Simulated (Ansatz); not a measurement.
The same ligand exchange along the group B, Al, In.

Calculated with Ansatz (gas phase, PBE0-D4/def2-TZVP geometries, no zero-point term in ΔE). CCSD(T)/CBS is the MP2 limit (def2-TZVPP, def2-QZVPP) plus CCSD(T) − MP2 in def2-TZVPP, frozen cores. This one scheme is used for every species. Elements past krypton have def2 core potentials. For Br, In outer-core shells are correlated without core-valence functions, which leaves a few kJ/mol of doubt a bond. Scalar relativity is left out up to krypton. Each species was taken in one conformer, which may not be the lowest.

Question: Order these by ΔE at CCSD(T)/CBS, lowest first. (Best estimate.)
A. `[CH3][In]([OH])[F]` + HBr → `[CH3][In]([OH])[Br]` + H–F
B. `[CH3][Al]([OH])[F]` + HBr → `[CH3][Al]([OH])[Br]` + H–F
C. `CB(O)F` + HBr → `CB(O)Br` + H–F

Answer: A (-20.4 kcal/mol), B (+4.2 kcal/mol), C (+13.7 kcal/mol).

Largest T1 diagnostic: 0.016, for `[CH3][In]([OH])[F]`.
